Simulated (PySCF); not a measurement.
methyl butyrate, C5H10O2

Cartesian coordinates in Å; atom numbers follow the order of the lines, from 1:
```xyz
17

C    -2.2887    0.5579    0.1668
C    -1.6949   -0.7918   -0.2059
C    -0.3924   -1.1009    0.5153
C     0.7576   -0.2352    0.0694
O     0.7761    0.4517   -0.9188
O     1.7980   -0.3363    0.9066
C     2.9484    0.4096    0.5519
H    -2.4895    0.6227    1.2487
H    -1.6044    1.3759   -0.1034
H    -3.2396    0.7329   -0.3584
H    -1.5098   -0.8263   -1.2914
H    -2.4171   -1.5939    0.0166
H    -0.0811   -2.1455    0.3421
H    -0.4914   -1.0026    1.6088
H     2.7197    1.4846    0.5034
H     3.6950    0.2154    1.3308
H     3.3337    0.0969   -0.4301
```

Method: PySCF, TDDFT CAM-B3LYP/aug-cc-pVDZ excited states, vertical, gas phase. Geometry: PBE0-D3(BJ)/def2-SVP.

Task: How strongly do the lowest singlets absorb one photon, and two photons of half the energy?

Result: δ for parallel linear polarisation; σ at the peak of a Lorentzian of half width 0.1 eV, single beam; Ω is circular over linear.
| state | E (eV) | f | photon λ (nm) | δ (au) | σ (GM) | Ω | main |
| --- | --- | --- | --- | --- | --- | --- | --- |
| S1 | 5.96 | 0.001 | 416 | 0.1 | 0.00 | 1.43 | HOMO→LUMO+7 0.30, HOMO→LUMO+8 0.20 |
| S2 | 7.28 | 0.015 | 341 | 0.94 | 0.02 | 1.44 | HOMO→LUMO 0.76, HOMO→LUMO+4 0.10 |
| S3 | 7.87 | 0.017 | 315 | 15.5 | 0.35 | 1.30 | HOMO−1→LUMO 0.72, HOMO−1→LUMO+1 0.09 |
| S4 | 7.94 | 0.007 | 312 | 42.8 | 0.99 | 0.32 | HOMO→LUMO+1 0.51, HOMO→LUMO+2 0.21 |
| S5 | 8.05 | 0.008 | 308 | 26.1 | 0.62 | 1.04 | HOMO→LUMO+2 0.42, HOMO→LUMO+3 0.22 |
| S6 | 8.13 | 0.061 | 305 | 57.4 | 1.39 | 1.24 | HOMO→LUMO+3 0.37, HOMO−1→LUMO+7 0.14 |

Among these, the strongest one-photon state is S6, the strongest two-photon state S6, with a dipole change of 1.6 D (relaxed, norm of the difference vector).
